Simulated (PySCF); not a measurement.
Geometry (Å), atoms numbered from 1 in this order:
```xyz
20

C    -3.666   -0.627   -0.565
C    -2.392   -0.701   -0.933
C    -1.283    0.037   -0.342
C    -0.031   -0.365   -0.614
Si    1.563    0.336    0.068
O     2.615   -0.732   -0.556
C     3.996   -0.775   -0.387
Si   -1.644    1.510    0.788
Cl   -1.922    0.841    2.670
H    -4.000    0.018    0.230
H    -4.424   -1.230   -1.037
H    -2.115   -1.395   -1.720
H     0.087   -1.221   -1.274
H     1.630    0.344    1.535
H     1.855    1.696   -0.413
H     4.378   -1.640   -0.931
H     4.257   -0.871    0.669
H     4.464    0.132   -0.778
H    -2.855    2.218    0.370
H    -0.519    2.437    0.808
```

[PySCF 2.14.0 with density-fitted response routines: σ from GIAO-PBE0/pcSseg-1; GFN2-xTB geometry; isolated molecule; a single conformation; one averaged value for each set of equivalent atoms; no relativistic terms]

References, each an isolated molecule treated in the same way: TMS for 13C, 1H, 29Si; 17O vs H2O; HCl for 35Cl.

```tsv
atoms	nucleus	count	δ (ppm)
Cl9	35Cl	1	?
H11	1H	1	5.61
C4	13C	1	?
Si5	29Si	1	-31.4
H12	1H	1	?
H10	1H	1	5.71
H16/H17/H18	1H	3	3.87
Si8	29Si	1	-30.9
H19/H20	1H	2	?
C3	13C	1	163.2
C2	13C	1	152.4
C7	13C	1	54.1
H14/H15	1H	2	?
O6	17O	1	-2.2
C1	13C	1	125.2
H13	1H	1	6.95
```

Q: Estimate the values marked ?.

A: 
- C4: 159.0 ppm, alkene CH; an sp2 carbon of a C=C bond
- H12: 6.67 ppm, hydrogen on an alkene CH; a vinylic proton, deshielded by the sp2 carbon and the C=C anisotropy
- H14/H15: 5.31 ppm, hydrogen on a silicon bonded to C, O
- H19/H20: 5.23 ppm, hydrogen on a silicon bonded to C, Cl
- Cl9: -49 ppm, chlorine bonded to Si

Shifts are as computed. Against solution values, carbons near 30 ppm lie about +3 ppm off and those near 130 ppm about +5 ppm. Of 1211 compounds with measured shifts, 218 miss one by over three times the rms of a fit or turn the order of signals round; such compounds aren't used in these exercises. Experimental scales use liquid or dissolved standards, which lie at an offset from isolated H2O (liquid H2O: subtract about 36 ppm).
